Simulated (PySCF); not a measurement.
Computed IR spectrum (relative IR intensity) of a molecule C2H8BN. The structure is a stationary point at PBE-D3(BJ)/def2-SVP. Other conformers were not sampled. Calculation: PBE-D3(BJ)/def2-SVP (PySCF). No scaling factor is applied to the harmonic values.

Lines under 2 % of the strongest are left out, and lines within 2 cm⁻¹ are merged.

```tsv
ν (cm⁻¹)	relative intensity
68	4.6
555	86
585	24
721	4.3
867	3.9
892	6.5
966	2.6
1022	2.4
1113	17
1208	4.5
1225	4.8
1370	15
1389	36
1425	6.5
1431	7.2
1551	84
2502	100
2937	18
2961	27
2984	18
3042	21
3049	22
3498	11
3602	14
```

Q: Which molecule gave these data?
A. CB(C)N
B. CCBN
C. CBNC
D. BN(C)C

A: B, CCBN
